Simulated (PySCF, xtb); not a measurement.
C₂H₄FNOSi, SMILES N#C[C@@H](F)[SiH2]O. Other conformers were not sampled.

Harmonic wavenumbers (cm⁻¹) from xtb with GFN2-xTB at its own minimum, in rising order: 43, 110, 169, 231, 266, 289, 439, 502, 573, 589, 674, 731, 747, 771, 929, 968, 1040, 1098, 1245, 2322, 2380, 2395, 2908, 3631.

### Question
What does PBE-D3(BJ)/def2-SVP run with PySCF give at its own minimum? (The exact figures need the calculation; the answer reports its results.)

### Answer
59, 90, 163, 228, 259, 285, 438, 512, 590, 668, 746, 813, 860, 881, 920, 961, 1025, 1117, 1265, 2179, 2225, 2275, 2976, 3759. Paired by order, the mean absolute difference is 51 cm⁻¹ and the zero-point energies are 35.8 and 36.2 kcal/mol.
